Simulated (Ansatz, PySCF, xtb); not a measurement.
Reaction 3 R1 + R2 + R3 → 4 P1 + P2, each structure at its B3LYP-D3(BJ)/def2-TZVP stationary point, reached from a drawn start (curvature not checked).
P1: H2 (SMILES [H][H]), charge 0, multiplicity 1.
R1: HCl (SMILES Cl), charge 0, multiplicity 1.
R2: HF (SMILES F), charge 0, multiplicity 1.
R3: SiH4 (SMILES [SiH4]), charge 0, multiplicity 1.
P2, Cl3FSi (SMILES F[Si](Cl)(Cl)Cl) (charge 0, multiplicity 1):
```xyz
5

Si     0.005     0.007     0.065
F      0.138     0.164     1.632
Cl     1.798    -0.584    -0.669
Cl    -0.527     1.799    -0.712
Cl    -1.414    -1.386    -0.317
```

P less R. No zero-point or thermal terms.

Cores are frozen in the correlated methods.

Codes used: Ansatz (a program for electronic structure); PySCF for the D3/D4 terms; xtb for the GFN methods. Each number belongs to the level named beside it.

The comparison value is -82.20 kcal/mol (CCSD(T)/cc-pV(Q+d)Z). It is a level with limits of its own, not the exact answer.

Q: Order these levels by how close they come to the comparison value for the reaction energy, closest first: HF/cc-pV(T+d)Z, r2SCAN/def2-TZVPP, PBE/def2-TZVPP, r2SCAN-D3(BJ)/def2-TZVPP, GFN2-xTB. Give each level's value less the comparison value.

A: PBE/def2-TZVPP (3.86 kcal/mol), r2SCAN/def2-TZVPP (-5.36 kcal/mol), r2SCAN-D3(BJ)/def2-TZVPP (-6.10 kcal/mol), HF/cc-pV(T+d)Z (10.63 kcal/mol), GFN2-xTB (37.90 kcal/mol)
